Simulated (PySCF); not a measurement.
CaCl2, SMILES [Ca]([Cl])[Cl] (connectivity only; charge and spin as stated), charge -1, multiplicity 2. Atoms are numbered in the order given.

```xyz
3

Ca     0.0000     0.0000    -0.7373
Cl     0.0000    -2.2747     0.4337
Cl     0.0000     2.2747     0.4337
```
Charge -1, spin multiplicity 2.

Coordinates come from a B3LYP-D3(BJ)/def2-TZVPD optimisation. The spin state was assumed, not searched. The isomer is the one that the SMILES or the coordinates give; other isomers of the formula were not compared.

All values below come from ωB97X/def2-TZVPD (PySCF).

Mulliken values depend strongly on the basis, most of all with diffuse functions as here. ESP charges are fitted to the potential on shells at 1.4 to 2.0 van der Waals radii. Atomic charges (e):

```
atom  meta-Löwdin  ESP fit  Mulliken spin
----  -----------  -------  -------------
Ca1    (withheld)    -0.29           1.02
Cl2    (withheld)    -0.36          -0.01
Cl3    (withheld)    -0.36          -0.01
```

Q: Some entries are withheld; supply them. (An estimate is asked for; the answer gives what the named calculation found.)

A: 
- Ca1, meta-Löwdin: 0.84
- Cl2, meta-Löwdin: -0.92
- Cl3, meta-Löwdin: -0.92
